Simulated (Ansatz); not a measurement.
Cost and result for the atomization energy of CH$_{4}$ClFSeSi (`C[Si](F)(Cl)[SeH]`) (9 atoms, 8 bonds).

Z-matrix (Å, degrees):
```
C
Si 1 1.844
H 1 1.091 2 110.3
H 1 1.093 2 109.9 3 120.2
H 1 1.093 2 110.3 3 -120.1
F 2 1.593 1 108.0 3 -176.9
Cl 2 2.043 1 111.1 3 -59.4
Se 2 2.260 1 114.8 3 59.8
H 8 1.471 2 91.6 1 55.4
```

The species carries charge 0 and has multiplicity 1. Correlated methods include outer-core shells of Se, which these sets cover unevenly. Scalar relativity is left out up to krypton. All single points use the PBE0-D4/def2-TZVP geometry. It is one conformer, not always the lowest. Program: Ansatz. All runs use 4 threads of a server CPU on a shared host. Times are those of one run each, without the atoms' runs, and a repeat can differ threefold. Electronic energies, without spin–orbit coupling; frozen cores. CCSD(T)/CBS adds CCSD(T) − MP2 in def2-TZVPP to the MP2 limit, and its time is that of the two runs behind it. T1 = 0.010. With those shells the extrapolation isn't a true limit. B3LYP takes the VWN-RPA correlation (the form of Gaussian; ORCA's B3LYP/G). HSE06 is the plane-wave form, built on full-range PBE exchange.

CCSD(T)/CBS is a level of theory with its own doubt, some kJ/mol a heavy atom from the limit and from the frozen cores, so smaller differences don't rank the functionals.

```tsv
level	functions	wall time
LDA (SPW92)/def2-TZVPP	250	1.5 s
BLYP-D4/def2-TZVPP	250	2.1 s
PBE-D4/def2-TZVPP (with forces)	250	2.6 s
HSE06-D4/def2-TZVPP	250	4.2 s
r2SCAN-D4/def2-TZVPP (with forces)	250	4.5 s
B3LYP-D4/def2-TZVPP (with forces)	250	5.5 s
CCSD(T)/def2-SVP	116	7.5 s
B97M-V/def2-TZVPP	250	8 s
ωB97X-V/def2-TZVPP	250	8 s
ωB97M-V/def2-TZVPP (with forces)	250	12 s
MP2/def2-QZVPP	463	22 s
CCSD(T)/def2-TZVPP	250	3 min
CCSD(T)/CBS(def2)	–	3.4 min
```

(1) What atomization energy does each give, and how far from CCSD(T)/CBS? (An estimate is asked.)

Answers

(1) Ansatz gave: 
| level | atomization (kJ/mol) | difference from CCSD(T)/CBS | per bond |
| --- | --- | --- | --- |
| LDA (SPW92)/def2-TZVPP | 3680.3 | 431.3 | 53.9 |
| BLYP-D4/def2-TZVPP | 3197.6 | -51.4 | -6.4 |
| PBE-D4/def2-TZVPP (with forces) | 3272.5 | 23.5 | 2.9 |
| HSE06-D4/def2-TZVPP | 3228.1 | -20.9 | -2.6 |
| r2SCAN-D4/def2-TZVPP (with forces) | 3252.0 | 3.0 | 0.4 |
| B3LYP-D4/def2-TZVPP (with forces) | 3209.5 | -39.5 | -4.9 |
| CCSD(T)/def2-SVP | 2992.0 | -257.0 | -32.1 |
| B97M-V/def2-TZVPP | 3251.2 | 2.2 | 0.3 |
| ωB97X-V/def2-TZVPP | 3245.7 | -3.3 | -0.4 |
| ωB97M-V/def2-TZVPP (with forces) | 3238.4 | -10.6 | -1.3 |
| MP2/def2-QZVPP | 3279.7 | 30.7 | 3.8 |
| CCSD(T)/def2-TZVPP | 3149.7 | -99.3 | -12.4 |
| CCSD(T)/CBS(def2) | 3249.0 | 0.0 | 0.0 |

From PBE to PBE0 (25 % exact exchange), in def2-TZVPP and without D4, the atomization energy moves by −41.8 kJ/mol: exact exchange takes away binding that semilocal exchange gives to molecules. The D4 term adds +42.9 kJ/mol with B3LYP and +22.4 kJ/mol with PBE0; it sums over pairs of atoms, weighted by their polarisabilities, and B3LYP, whose exchange is more repulsive, gets the larger term. In def2-TZVPP, CCSD(T) changes the Hartree–Fock value by +752.5 kJ/mol (the triples alone add +49.9 kJ/mol) and MP2 by +823.8 kJ/mol; breaking electron pairs costs correlation energy, which Hartree–Fock lacks.
